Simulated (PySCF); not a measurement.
PySCF job for C5H7N, SMILES C#CC/C=N/C, PBE0-D3(BJ)/def2-SVP. The structure is a stationary point at PBE0-D3(BJ)/def2-SVP. The structure was generated by enumeration; whether it is a known compound was not checked. The values are those of a single conformer.

```python
import numpy as np
from pyscf import gto, scf, dft, df
from pyscf.hessian import thermo

mol = gto.M(
    atom='''
    C     2.12125657    1.96004479   -0.84772937
    C     1.67741495    0.96051702   -0.32851866
    C     1.11567382   -0.24055760    0.27698466
    C    -0.31500137   -0.48261416   -0.12660688
    N    -1.20411584   -0.74486338    0.72876650
    C    -2.54446513   -0.98692762    0.27850574
    H     2.52049779    2.84813094   -1.30130267
    H     1.72314702   -1.11316050   -0.02724549
    H     1.15593292   -0.18659701    1.37605012
    H    -0.53124057   -0.42327360   -1.21467002
    H    -3.22743358   -0.27067277    0.76341971
    H    -2.67560442   -0.91420536   -0.81984197
    H    -2.86576153   -1.98895241    0.60641201
    ''',
    basis='def2-SVP',
    charge=0,
    spin=0,
    max_memory=1600,
    verbose=3,
)
mf = dft.RKS(mol, xc='pbe0').density_fit(auxbasis='def2-universal-jkfit')
mf.disp = 'd3bj'
mf.grids.level = 3
mf.conv_tol = 1e-11
mf.max_cycle = 100
mf.kernel()

# [left out here: the lines that compute and print the analytic Hessian (its translational invariance restored by hand, since the grid's response is missing), thermochemistry and intensities]
```

Output:

```
converged SCF energy = -248.921060568544

WARN: DFTD3 does not support analytical Hessian, using finite difference


WARN: Mole.unit (angstrom) is changed to Bohr

Mode                                 0                   1                   2
Irrep
Freq [cm^-1]                       66.4630            135.8196            223.9103
Reduced mass [au]                   2.6159              2.2164              1.4860
Force const [Dyne/A]                0.0068              0.0241              0.0439
Char temp [K]                      95.6255            195.4142            322.1571
Normal mode                   x     y     z       x     y     z       x     y     z
       0   C                -0.12  0.03  0.04   -0.12 -0.02 -0.07   -0.01 -0.00  0.02
       1   C                -0.03 -0.02  0.01    0.01 -0.03  0.03    0.00 -0.02 -0.01
       2   C                 0.05 -0.07 -0.01    0.04 -0.03  0.06    0.00 -0.02 -0.01
       3   C                 0.06 -0.11 -0.02    0.03  0.04  0.05    0.01 -0.03 -0.02
       4   N                 0.02  0.08 -0.00    0.02 -0.07  0.01   -0.02  0.14  0.00
       5   C                 0.02  0.08 -0.01    0.02  0.08 -0.06    0.01 -0.03  0.01
       6   H                -0.20  0.08  0.06   -0.21 -0.02 -0.14   -0.03  0.01  0.04
       7   H                 0.09 -0.03 -0.04    0.02 -0.03  0.05    0.01 -0.03  0.01
       8   H                 0.04 -0.08 -0.01    0.06 -0.03  0.06   -0.01 -0.00 -0.01
       9   H                 0.10 -0.28 -0.04    0.03  0.22  0.06    0.05 -0.22 -0.03
      10   H                 0.05  0.23 -0.18    0.03 -0.03  0.12   -0.16 -0.39  0.29
      11   H                 0.07 -0.13 -0.03    0.03  0.37 -0.05   -0.07  0.28  0.04
      12   H                -0.07  0.17  0.18   -0.02  0.00 -0.33    0.31 -0.24 -0.31
Mode                                 3                   4                   5
Irrep
Freq [cm^-1]                      279.3435            306.8557            346.8307
Reduced mass [au]                   2.3532              3.2476              2.6578
Force const [Dyne/A]                0.1082              0.1802              0.1884
Char temp [K]                     401.9131            441.4970            499.0122
Normal mode                   x     y     z       x     y     z       x     y     z
       0   C                -0.05 -0.01 -0.00   -0.06 -0.03 -0.02   -0.03  0.06  0.07
       1   C                 0.06 -0.05  0.01    0.08 -0.03  0.10    0.08 -0.11 -0.16
       2   C                 0.02 -0.05 -0.03   -0.01 -0.01  0.04   -0.01  0.02  0.03
       3   C                -0.03  0.13  0.06    0.01  0.07 -0.11   -0.00  0.02  0.01
       4   N                -0.02  0.07  0.05    0.03  0.03 -0.11   -0.00 -0.02 -0.00
       5   C                 0.03 -0.07 -0.05   -0.01 -0.03  0.08   -0.01  0.00  0.00
       6   H                -0.13  0.03 -0.00   -0.15 -0.03 -0.10   -0.11  0.16  0.22
       7   H                -0.13 -0.09 -0.21   -0.02 -0.04  0.13   -0.04 -0.11  0.33
       8   H                 0.16 -0.18 -0.03   -0.17 -0.01  0.05   -0.09  0.32  0.02
       9   H                -0.06  0.18  0.07    0.05  0.13 -0.11   -0.00  0.04  0.01
      10   H                -0.09 -0.04 -0.25    0.04 -0.01  0.13    0.01  0.02  0.00
      11   H                 0.16 -0.26 -0.08   -0.19 -0.13  0.09   -0.01  0.00  0.00
      12   H                 0.07 -0.04  0.07    0.06 -0.00  0.22   -0.03  0.01  0.01
Mode                                 6                   7                   8
Irrep
Freq [cm^-1]                      474.6578            561.8257            691.2721
Reduced mass [au]                   4.3101              3.1352              1.2674
Force const [Dyne/A]                0.5721              0.5831              0.3568
Char temp [K]                     682.9269            808.3421            994.5866
Normal mode                   x     y     z       x     y     z       x     y     z
       0   C                 0.02  0.07 -0.04   -0.01  0.02 -0.02    0.07 -0.07 -0.08
       1   C                 0.15  0.04  0.02    0.13  0.00  0.08   -0.03  0.03  0.03
       2   C                 0.08  0.01 -0.00   -0.09  0.03 -0.06   -0.00  0.00  0.00
       3   C                 0.00 -0.06  0.05   -0.07 -0.05 -0.05   -0.00  0.00 -0.00
       4   N                -0.09 -0.03 -0.02    0.03 -0.02  0.08    0.00 -0.00  0.00
       5   C                -0.13 -0.02  0.01    0.06  0.02 -0.02    0.00  0.00  0.00
       6   H                -0.10  0.10 -0.09   -0.12  0.03 -0.10   -0.48  0.49  0.54
       7   H                 0.04  0.01 -0.10   -0.09 -0.01  0.07    0.01  0.01  0.01
       8   H                 0.19 -0.06 -0.00   -0.25  0.02 -0.05   -0.02  0.00  0.00
       9   H                 0.07 -0.13  0.03   -0.21 -0.20 -0.02   -0.00  0.01  0.00
      10   H                -0.09 -0.02  0.06    0.03  0.04 -0.07   -0.00  0.00 -0.00
      11   H                -0.18  0.00  0.01    0.20  0.09 -0.03    0.00 -0.00 -0.00
[...]
       1   C                -0.00  0.00 -0.00   -0.00  0.00 -0.00    0.00  0.00  0.00
       2   C                -0.01  0.03 -0.02   -0.00  0.00 -0.00   -0.01 -0.01  0.00
       3   C                -0.01 -0.00  0.00    0.00 -0.00  0.00    0.03  0.01 -0.00
       4   N                 0.01  0.00  0.00    0.00 -0.01 -0.00    0.01  0.00 -0.02
       5   C                -0.10 -0.02 -0.01    0.01 -0.05 -0.01   -0.05 -0.00 -0.05
       6   H                -0.00 -0.00  0.00   -0.00 -0.00  0.00    0.00  0.00 -0.00
       7   H                 0.03 -0.05  0.27   -0.00 -0.01  0.02   -0.00  0.00 -0.00
       8   H                 0.13 -0.26 -0.01    0.01 -0.02 -0.00    0.04  0.02  0.00
       9   H                 0.04 -0.00 -0.01   -0.00 -0.01  0.00   -0.13 -0.03  0.02
      10   H                 0.39  0.37  0.08   -0.23  0.03 -0.43   -0.06 -0.33  0.42
      11   H                 0.30  0.06 -0.05   -0.13  0.67  0.06    0.55  0.11 -0.09
      12   H                 0.51 -0.19  0.03    0.20  0.06  0.46   -0.18  0.20  0.45
Mode                                24                  25                  26
Irrep
Freq [cm^-1]                     1819.0351           2250.8466           2995.4332
Reduced mass [au]                   9.1619              5.9370              1.0446
Force const [Dyne/A]               17.8616             17.7218              5.5222
Char temp [K]                    2617.1865           3238.4671           4309.7615
Normal mode                   x     y     z       x     y     z       x     y     z
       0   C                -0.00 -0.00  0.00   -0.06 -0.13  0.07   -0.00 -0.00  0.00
       1   C                -0.00  0.00 -0.00    0.08  0.18 -0.09    0.00  0.00 -0.00
       2   C                -0.02 -0.00  0.01   -0.01 -0.03  0.01   -0.00 -0.00 -0.00
       3   C                 0.17  0.04 -0.12   -0.00 -0.00  0.00    0.00  0.00  0.01
       4   N                -0.14 -0.04  0.10    0.00  0.00 -0.00   -0.00 -0.00 -0.00
       5   C                 0.02  0.00  0.01   -0.00 -0.00 -0.00   -0.03 -0.00 -0.05
       6   H                -0.00 -0.00  0.00   -0.11 -0.25  0.13   -0.00 -0.00  0.00
       7   H                -0.03 -0.01 -0.01   -0.00 -0.02  0.01   -0.00  0.01  0.00
       8   H                 0.06  0.02 -0.00   -0.00 -0.01  0.01    0.00  0.00  0.00
       9   H                -0.12 -0.02 -0.08    0.01  0.00 -0.00   -0.02  0.00 -0.07
      10   H                 0.05  0.04  0.01    0.00  0.00  0.00    0.21 -0.22 -0.16
      11   H                -0.00 -0.00  0.00    0.00  0.00 -0.00    0.09 -0.06  0.83
      12   H                 0.06 -0.02  0.01    0.00 -0.00  0.00    0.10  0.32 -0.11
Mode                                27                  28                  29
Irrep
Freq [cm^-1]                     3012.7935           3045.2073           3107.4040
Reduced mass [au]                   1.0873              1.0665              1.0945
Force const [Dyne/A]                5.8150              5.8271              6.2269
Char temp [K]                    4334.7391           4381.3753           4470.8626
Normal mode                   x     y     z       x     y     z       x     y     z
       0   C                -0.00 -0.00  0.00    0.00  0.00 -0.00    0.00 -0.00  0.00
       1   C                -0.00  0.00 -0.00    0.00 -0.00 -0.00    0.00 -0.00  0.00
       2   C                -0.00  0.00  0.00    0.04 -0.06  0.01    0.00 -0.00 -0.00
       3   C                -0.01  0.00 -0.08   -0.00  0.00 -0.00   -0.00 -0.00  0.00
       4   N                -0.00 -0.00 -0.00   -0.00 -0.00  0.00    0.00  0.00 -0.00
       5   C                -0.00 -0.00 -0.00   -0.00 -0.00  0.00    0.04  0.02 -0.07
       6   H                -0.00 -0.00  0.00    0.00  0.00 -0.00    0.00  0.00 -0.00
       7   H                 0.03 -0.05 -0.02   -0.49  0.70  0.25   -0.01  0.01  0.00
       8   H                 0.00  0.00 -0.01   -0.01 -0.03 -0.37    0.00  0.00  0.01
       9   H                 0.19 -0.05  0.93    0.01 -0.00  0.05   -0.01 -0.00 -0.02
      10   H                 0.01 -0.01 -0.01    0.00 -0.00 -0.00   -0.35  0.39  0.24
      11   H                 0.02 -0.00  0.07   -0.00  0.00 -0.00    0.05 -0.03  0.45
      12   H                 0.00  0.01 -0.00    0.00  0.00 -0.00   -0.16 -0.56  0.17
Mode                                30                  31                  32
Irrep
Freq [cm^-1]                     3127.2099           3132.3194           3490.7316
Reduced mass [au]                   1.0982              1.1028              1.1633
Force const [Dyne/A]                6.3280              6.3751              8.3519
Char temp [K]                    4499.3588           4506.7102           5022.3856
Normal mode                   x     y     z       x     y     z       x     y     z
       0   C                 0.00  0.00  0.00   -0.00  0.00  0.00    0.04  0.09 -0.04
       1   C                -0.00  0.00 -0.00   -0.00 -0.00 -0.00   -0.01 -0.03  0.01
       2   C                -0.01  0.03  0.08   -0.00  0.00  0.00    0.00  0.00 -0.00
       3   C                -0.00 -0.00  0.00    0.00 -0.00  0.00    0.00  0.00  0.00
       4   N                 0.00  0.00 -0.00   -0.00  0.00  0.00   -0.00 -0.00  0.00
       5   C                -0.00  0.00 -0.00    0.02 -0.09 -0.01    0.00  0.00  0.00
       6   H                 0.00  0.00 -0.00    0.00  0.00 -0.00   -0.34 -0.76  0.39
       7   H                 0.20 -0.28 -0.09    0.00 -0.01 -0.00   -0.00  0.00  0.00
       8   H                -0.03 -0.05 -0.88   -0.00 -0.00 -0.02   -0.00  0.00 -0.00
       9   H                -0.01  0.00 -0.03   -0.00  0.00 -0.00   -0.00 -0.00 -0.00
      10   H                 0.00 -0.00 -0.00   -0.42  0.44  0.31   -0.00  0.00  0.00
      11   H                -0.00 -0.00  0.01    0.00 -0.01  0.01   -0.00  0.00 -0.00
      12   H                -0.00 -0.02  0.01    0.19  0.59 -0.20   -0.00 -0.00  0.00
temperature 298.1500 [K]
pressure 101325.00 [Pa]
Rotational constants [GHz] 13.96926 1.52596 1.43542
Symmetry number 1
Zero-point energy (ZPE) 0.10635 [Eh]   279213.923 [J/mol]
                           tot       elec      trans        rot        vib
Entropy [J/mol/K]       341.492      0.000    163.570    111.941     65.981
Cv [J/mol/K]            100.465      0.000     12.472     12.472     75.522
Cp [J/mol/K]            108.780      0.000     20.786     12.472     75.522
Internal energy [J/mol]                      3718.434   3718.434 290169.635
Internal energy [Eh]   -248.80771  -248.92106
Enthalpy [J/mol]                             6197.391   3718.434 290169.635
Enthalpy [Eh]          -248.80676
Gibbs free energy [J/mol]                  -42571.060 -29656.636 270497.379
Gibbs free energy [Eh] -248.84554
mode   freq/cm-1   IR/(km/mol)
   1       66.46         1.036
   2      135.82         3.319
   3      223.91        10.038
   4      279.34         1.442
   5      306.86         8.052
   6      346.83        10.680
   7      474.66         1.201
   8      561.83        13.665
   9      691.27        41.834
  10      708.73        36.285
  11      831.08         1.336
  12      974.31         0.904
  13     1000.87         3.329
  14     1059.57        15.080
  15     1104.19        12.021
  16     1132.44         0.295
  17     1158.97         6.545
  18     1211.78         3.766
  19     1290.90         3.611
  20     1384.83        12.247
  21     1416.79         9.846
  22     1417.63         2.562
  23     1451.24         5.442
  24     1469.63        23.783
  25     1819.04        79.894
  26     2250.85         5.404
  27     2995.43        54.216
  28     3012.79        50.589
  29     3045.21         4.143
  30     3107.40        21.441
  31     3127.21         0.615
  32     3132.32         9.631
  33     3490.73        79.010
max |gradient| / (hartree/bohr): 3.635169144558917e-05
APT charges: [-0.3265 -0.0041  0.0208  0.4172 -0.5368  0.2832  0.2149  0.0013  0.0257
 -0.0294 -0.0025 -0.0594 -0.0044]
```

The run converged.

Cost: around 2.9 core-minutes (rough).
